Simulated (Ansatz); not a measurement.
Reaction (redistribution): `[NH2][Ge][Br]` + `[F][Mo](=[S])(=[S])[Cl]` → `[F][Ge][Br]` + `[NH2][Mo](=[S])(=[S])[Cl]`

Program: Ansatz. Geometries: PBE0-D4/def2-TZVP. ΔE: electronic, gas phase. CBS: MP2 limit from def2 TZ/QZ plus the TZ coupled-cluster correction, frozen cores. DFT in def2-TZVPP. Elements past krypton have def2 core potentials. For Br, Ge, Mo outer-core shells are correlated without core-valence functions, which leaves a few kJ/mol of doubt a bond. Scalar relativity is left out up to krypton. One conformer a species, not always the lowest.

```tsv
level	ΔE (kJ/mol)
r2SCAN	-4.3
HF/CBS(def2)	-14.5
```

Problem. What does CCSD(T)/CBS give? (Estimate.)

Solution. Ansatz gave: -13.9 kJ/mol. The listed levels differ from it by 9.6, -0.6 kJ/mol.

Problem. What do rigid-rotor, harmonic-oscillator terms from PBE0-D4/def2-TZVP frequencies (298.15 K, 1 bar) make of the CCSD(T)/CBS value? (Estimate.)

Solution. The calculation gave: ΔZPE = -1.1 kJ/mol, ΔH = -14.7 kJ/mol, ΔS = 2 J/(mol·K), ΔG = -15.3 kJ/mol.

Largest T1 diagnostic among the species: 0.024, so the coupled-cluster value is less sure than usual.

From BLYP to BHLYP (50 % exact exchange), in def2-TZVPP and without D4, ΔE moves by −4.1 kJ/mol. Leaving LDA and LC-ωPBE aside and taking each functional with its dispersion term where it has one, the values, not all of them listed here, spread over 10.5 kJ/mol, from BHLYP-D4 to r2SCAN-D4.
